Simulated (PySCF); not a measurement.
# Predicted spectroscopic data

How the numbers were obtained: couplings computed with B3LYP/pcJ-1 (spin–dipole term left out of most H,H and C,H couplings), GFN2-xTB structure, shieldings: GIAO PBE0/pcSseg-1, in PySCF 2.14 (single conformer, rapidly exchanging positions averaged, non-relativistic Hamiltonian, isolated molecule).

δ = σ(ref) − σ, references computed at the same level: TMS for $^{1}$H and $^{13}$C. Multiplet labels drop J under 1 Hz and among equivalent protons, and merge close values. Unscaled 3J(H,H) run several per cent high. Where no couplings were computed, multiplicities follow the n + 1 count of equivalent neighbours, and m marks all less simple cases (inequivalent or close neighbours, rings, F or P nearby). Vicinal couplings that depend on rotamer populations or ring flexing (ring, CH–CH, X–H and H–F types) are those of the one conformer. Shifts are as computed. Against solution values, carbons near 30 ppm lie about +3 ppm off and those near 130 ppm about +5 ppm. Of 1211 compounds with measured shifts, 218 miss one by over three times the rms of a fit or turn the order of signals round; such compounds aren't used in these exercises. OH and NH positions are gas-phase values without hydrogen bonding to other molecules.

Compound 1 (C₆H₁₀). $^{1}$H NMR (400 MHz, computed): δ 6.46 (dt, J = 17.3, 11.0 Hz, 1H), 5.16 (d, J = 17.3 Hz, 1H), 5.13 (d, J = 11.1 Hz, 1H), 2.68 (qtt, J = 10.4, 3.2, 1.4 Hz, 1H), 2.48 (m, 2H), 2.18 (m, 1H), 1.94 (m, 1H), 1.69 (m, 2H). $^{13}$C{$^{1}$H} NMR (computed): δ 153.3, 117.8, 41.5, 27.5, 17.8. Structure: SMILES C=CC1CCC1.

Compound 2 (C₆H₈). $^{1}$H NMR (400 MHz, computed): δ 5.95 (m, 4H), 2.88 (m, 4H). $^{13}$C{$^{1}$H} NMR (computed): δ 131.3, 30.5. Structure: 1,4-cyclohexadiene (C1=CCC=CC1).

Compound 3 (C₅H₆N₂O₂). $^{1}$H NMR (400 MHz, computed): δ 7.13 (d, 1H), 6.95 (d, 1H), 4.92 (br s, 1H), 3.70 (s, 3H). $^{13}$C{$^{1}$H} NMR (computed): δ 161.1 (C), 154.6 (C), 139.3 (CH), 129.7 (CH), 43.8 (CH3). Structure: `Cn1nc(O)ccc1=O`.
